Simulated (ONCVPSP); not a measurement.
silicon ONCV: all-electron and pseudo phase curves

ONCVPSP 4.0.1 input, shortened (lines: element, Z, core and valence counts, functional; n l f; lmax; l rc ep ncon nbas qcut; lloc lpopt rc5 dvloc0; l nproj debl; icmod fcfact rcfact), revPBE, scalar-relativistic:

```
  Si 14.00    3    2  -102130      upf
    1    0    2.00
    2    0    2.00
    2    1    6.00
    3    0    2.00
    3    1    2.00
    2
    0    1.50    0.00    4    8    4.20
    1    1.85    0.00    3    7    5.10
    2    1.90    0.39    4    8    4.50
    4    5    1.15    2.00
    0    1    0.90
    1    2    0.40
    2    3    0.70
    3    6.00    1.50
```

The phase is arctan(r·R′/R) of the radial function R(r), unwrapped; energies in Ha, scanned from -2 to 5 Ha. A pole is an energy at which the radial function vanishes at the test radius. The pseudo phase is shifted by a multiple of π to meet the all-electron one at the reference energy, and phase errors are pseudo minus all-electron; the curves can meet again beyond the range given. Levels narrower than the energy grid can be missing from the lists of poles.

```json
{"channel": "s", "radius (bohr)": "1.52", "reference energy (Ha)": "-0.40", "poles, all-electron": "3.49", "poles, pseudo": "1.96", "unbroken range about the reference energy with phases within 0.05 rad": "below 1.0", "phase error 1 Ha above the reference energy (rad)": "-0.031"}
{"channel": "p", "radius (bohr)": "1.88", "reference energy (Ha)": "-0.15", "poles, all-electron": "1.90", "poles, pseudo": "1.87", "unbroken range about the reference energy with phases within 0.05 rad": "below 3.0", "phase error 1 Ha above the reference energy (rad)": "-0.000"}
{"channel": "d", "radius (bohr)": "1.93", "reference energy (Ha)": "0.39", "poles, all-electron": "1.96", "poles, pseudo": "1.96", "unbroken range about the reference energy with phases within 0.05 rad": "the whole range", "phase error 1 Ha above the reference energy (rad)": "+0.000"}
```

Note: ghosts flagged at negative energy: d at -63.3 eV; GHOST(+) flags only above 600 eV. A true bound ghost makes a file unfit for plane-wave use.

Phases in the d channel:

| E (Ha) | all-electron | pseudo |
| --- | --- | --- |
| -1.98 | 1.236 | 1.236 |
| -1.80 | 1.216 | 1.216 |
| -1.62 | 1.193 | 1.193 |
| -1.44 | 1.165 | 1.165 |
| -1.26 | 1.132 | 1.132 |
| -1.08 | 1.090 | 1.090 |
| -0.90 | 1.038 | 1.038 |
| -0.72 | 0.970 | 0.970 |
| -0.54 | 0.877 | 0.877 |
| -0.36 | 0.747 | 0.747 |
| -0.18 | 0.556 | 0.556 |
| 0.00 | 0.278 | 0.278 |
| 0.18 | -0.092 | -0.092 |
| 0.36 | -0.483 | -0.483 |
| 0.54 | -0.801 | -0.801 |
| 0.72 | -1.024 | -1.024 |
| 0.90 | -1.177 | -1.177 |
| 1.08 | -1.287 | -1.287 |
| 1.26 | -1.369 | -1.369 |
| 1.44 | -1.433 | -1.433 |
| 1.62 | -1.486 | -1.486 |
| 1.80 | -1.532 | -1.532 |
| 1.98 | -1.575 | -1.575 |
| 2.16 | -1.615 | -1.615 |
| 2.34 | -1.656 | -1.656 |
| 2.52 | -1.699 | -1.699 |
| 2.70 | -1.749 | -1.749 |
| 2.88 | -1.809 | -1.808 |
| 3.06 | -1.887 | -1.887 |
| 3.24 | -1.998 | -1.998 |
| 3.42 | -2.175 | -2.173 |
| 3.60 | -2.482 | -2.478 |
| 3.78 | -3.002 | -2.992 |
| 3.96 | -3.587 | -3.576 |
| 4.14 | -3.973 | -3.964 |
| 4.32 | -4.188 | -4.182 |
| 4.50 | -4.317 | -4.311 |
| 4.68 | -4.401 | -4.396 |
| 4.86 | -4.460 | -4.456 |
